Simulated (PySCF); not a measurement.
Harmonic spectrum computed at PBE0 in the def2-TZVP basis family (core potentials from Rb on, PySCF, no spin–orbit coupling):

| symmetry | ω (cm⁻¹) | IR (km/mol) |
| --- | --- | --- |
| a' | 506 | 116 |
| a' | 959 | 158 |
| a' | 1744 | 185 |

Task: Which molecule gave it? In each, all ligands are bound to the one heavy central atom.
A. HCO (doublet)
B. HTiO (doublet)
C. HCrO (quartet)
D. HBO (singlet)
E. HMoO (quartet)

Result: C. It has Cs symmetry with Cr–H 1.645 Å, Cr–O 1.575 Å.
